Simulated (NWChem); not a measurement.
# C$_{2}$H$_{6}$Si, singlet; SMILES C[Si]C

Computed with NWChem. Pople sets run with spherical d functions. Low-valent species are run as closed-shell singlets; no triplet was tried in these runs. The geometry was optimised at B3LYP/6-31G* (spherical d). Level PBE/6-31G*: energy and gradient; each run changes one setting, and changes count from the defaults (medium grid, exact Coulomb integrals, symmetry on).

**Question.** Which setting moves the energy most, and by about how much (Becke weights; tight SCF thresholds and tolerances; symmetry off; Coulomb fitting, Ahlrichs set; defaults)?

**Answer.** Coulomb fitting, Ahlrichs set, by about 200 μHa.
```tsv
setting	size of the energy change (μHa)	largest change of a gradient component (μHa/bohr)
defaults	< 10	< 30
Becke weights	< 10	< 30
tight SCF thresholds and tolerances	< 10	< 30
Coulomb fitting, Ahlrichs set	200	30
symmetry off	< 10	other frame
```
